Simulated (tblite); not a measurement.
Species: C7H11N (charge +1 and doublet state).
Geometry (GFN2-xTB, Å), atoms numbered from 1 in this order:
```xyz
19
C7H11N angstrom
C      2.500    0.612   -0.146
N      1.439   -0.055    0.521
C      0.396   -0.688   -0.146
C     -0.753    0.218   -0.819
C     -1.185    1.076    0.380
C     -1.720   -0.210    0.980
C     -1.760   -0.841   -0.404
C     -0.743   -1.296    0.637
H      2.571    0.276   -1.179
H      2.374    1.702   -0.134
H      3.443    0.406    0.369
H      1.329    0.127    1.511
H      0.783   -1.339   -0.935
H     -0.598    0.618   -1.812
H     -0.405    1.614    0.918
H     -1.989    1.757    0.110
H     -2.459   -0.310    1.755
H     -2.499   -1.398   -0.944
H     -0.735   -2.260    1.116
```

Level: GFN2-xTB in tblite, geometry and Hessian alike; calculated harmonic values, unscaled, isolated species. Errors from tens to a few hundred cm⁻¹ against measured bands are possible. One conformer, not necessarily the lowest. Open shells enter through the occupations alone, without spin polarisation, and single modes of such species can be off by tens of per cent.

Harmonic wavenumbers (cm⁻¹): 83.1, 92.7, 171.1, 286.6, 387.5, 441.9, 492.7, 516.2, 675.1, 715.9, 759.3, 822.7, 850.2, 883.2, 931.6, 935.4, 942.9, 974.6, 978.3, 994.6, 1006.2, 1025.2, 1040.4, 1056.6, 1082.0, 1111.7, 1129.2, 1144.5, 1151.1, 1181.2, 1214.2, 1230.4, 1252.0, 1279.9, 1360.4, 1367.4, 1392.2, 1398.5, 1440.9, 1462.9, 2908.3, 2937.4, 2969.5, 2992.7, 3035.7, 3045.2, 3065.4, 3111.8, 3129.5, 3163.1, 3393.1.

A = 4669, B = 1676, C = 1571 MHz; mass 109.089 u (most abundant isotopes); point group C1, symmetry number 1; spin multiplicity 2.

Problem. Zero-point energy?

Solution. ½Σν̃ = 35507 cm⁻¹ = 101.52 kcal/mol.

Problem. What is S at 200 K and 1 bar for an ideal gas of classical rigid rotors and harmonic oscillators?

Solution. Translation 38.02, rotation 26.47, vibration 10.28, spin (R ln 2) 1.38: S = 76.1 cal/(mol K).

Problem. And Cp and H(200 K) − H(0)?

Solution. Cp = 21.05 cal/(mol K), of which vibrations give 13.10 (their classical limit is 51 R = 101.3); H(200 K) − H(0) = 2.77 kcal/mol without the zero-point energy, 1.18 from vibrations.

Problem. How do the functions run with temperature in this model?

Solution. 
```csv
T (K),S (cal/(mol K)),Cp (cal/(mol K)),H − H(0) (kcal/mol),G − H(0) (kcal/mol),ln q(vib)
50,56.1,10.7,0.44,-2.36,0.18
100,64.6,13.8,1.06,-5.40,0.78
298.15,86.4,31.7,5.34,-20.43,3.75
373.15,94.5,40.4,8.05,-27.22,5.07
500,108.2,53.2,14.02,-40.08,7.53
750,133.2,70.1,29.61,-70.32,12.75
1000,155.0,80.7,48.55,-106.42,17.97
```

q(vib) and H(0) count from the zero-point level.

Problem. Blend soft modes into free rotors: weight 1/[1 + (100 cm⁻¹/ν̃)⁴] for the oscillator and the rest for a rotor with moment μB/(μ + B), μ = h/(8π²ν), B = 10⁻⁴⁴ kg m². What vibrational entropy results?

Solution. 9.88 cal/(mol K) in place of 10.28, which changes −T·S at 200 K by +0.08 kcal/mol.

Problem. Which modes carry the vibrational entropy at 200 K?

Solution. 83.1 cm⁻¹: 3.04; 92.7 cm⁻¹: 2.83; 171.1 cm⁻¹: 1.70; 286.6 cm⁻¹: 0.87; 387.5 cm⁻¹: 0.49; 441.9 cm⁻¹: 0.36 cal/(mol K); the other 45 give 1.00 together.

Problem. What must be added to the electronic energy to get the Gibbs energy at 200 K and 1 bar?

Solution. ZPE + [H(200 K) − H(0)] − T·S = 101.52 + 2.77 − 15.23 = 89.06 kcal/mol.

Hindered rotation and anharmonicity are outside this model. Other conformers, if any are populated, would add a mixing term that is left out. The structure is chiral; the term R ln 2 for an equal mix with its mirror image is left out.

On one thread, Arm Neoverse V1 (aarch64), no GPU, shared host with 32 logical CPUs at a one-minute load of 28, this took 0.65 s of wall time. This covers the Hessian and the dipole derivatives.
